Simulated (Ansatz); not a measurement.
A structure relaxed at r2SCAN-D4/def2-SVPD in Ansatz, charge -1, doublet:

```xyz
4

Pt    0.1728    0.4539    0.8591
S     1.8123    1.3248    1.9533
S    -1.2309   -0.5046   -0.5169
S    -0.7543   -1.2741   -2.2955
```

Give its formula and point group.

the cluster PtS₃⁻. Point group Cs (tolerance 0.1 Å).

Summarise the bond lengths by kind (pairs closer than 1.2 times the sum of covalent radii, bridged metal pairs left out).

2 × Pt–S 2.15 to 2.19 Å; 1 × S–S 2.00 Å. The metal has 2 neighbours: S 2.15 Å, S 2.19 Å.

In the def2 sets Pt takes a core potential; there is no spin–orbit coupling. The charge -1 doublet is spin-contaminated (final ⟨S²⟩ up to 0.88, 0.75 for a pure state). Another isomer (doublet) lies 0.68 eV lower at PBE0-D4/def2-TZVPD; other spin states weren't run for this one.
